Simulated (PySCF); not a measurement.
# F⁺: ionisation energy

F⁺ [He] 2s2 2p4 (3P) → F²⁺ [He] 2s2 2p3 (4S), as a difference of total energies. Calculation: PySCF 2.14, in def2-TZVPP; no relativity, point nucleus. Correlated levels: valence: 1s2 frozen. The calculations carry no spin-orbit coupling.

```json
{"method": "UHF", "ionisation energy (eV)": "33.409"}
{"method": "MP2 (valence)", "ionisation energy (eV)": "34.598"}
{"method": "SCS-MP2 (valence)", "ionisation energy (eV)": "34.692"}
{"method": "CCSD (valence)", "ionisation energy (eV)": "34.638"}
{"method": "CCSD(T) (valence)", "ionisation energy (eV)": "34.659"}
{"method": "CCSDT (valence)", "ionisation energy (eV)": "34.661"}
```

Problem. How much does correlation contribute at CCSD(T) (valence)?

Solution. 34.659 − (33.409) = 1.250 eV, measured against UHF.

Errors of the correlated levels include the incompleteness of this basis and the frozen core.

For comparison: 34.950 eV (measured; NIST levels, between the centres of gravity of the two terms).
